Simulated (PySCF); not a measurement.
## Working out the ionisation energy of Tc²⁺

Tc²⁺ [Kr] 4d5 (6S) → Tc³⁺ [Kr] 4d4 (5D). Computed with PySCF 2.14 in def2-QZVPPD with the def2 core potential (28 electrons) (7s5p4d4f2g, 88 functions), with scalar relativity through the core potential. Frozen: 4s2 4p6. Energies in hartree (1 hartree = 27.21139 eV):

| part | Tc²⁺ (lower) | Tc³⁺ (upper) |
| --- | --- | --- |
| UHF | -79.384870 | -78.323609 |
| CCSD correlation | -0.068554 | -0.042982 |
| (T) | -0.000912 | -0.000354 |

Problem. What does Hartree-Fock give?

Solution. (-78.323609) − (-79.384870) = 1.061261 hartree = 28.878 eV.

Problem. What do CCSD and CCSD(T) give?

Solution. The CCSD correlation energies differ by 0.025572 hartree = 0.696 eV and the triples by 0.000558 hartree = 0.015 eV, so CCSD gives 29.574 eV and CCSD(T) 29.589 eV.

Reference: 29.55 eV (semi-empirical (NIST evaluation); NIST Atomic Spectra Database, ionization energies), between the lowest levels; spin-orbit coupling is absent from the calculation.

What remains against the reference includes basis incompleteness, the frozen core and higher excitations.
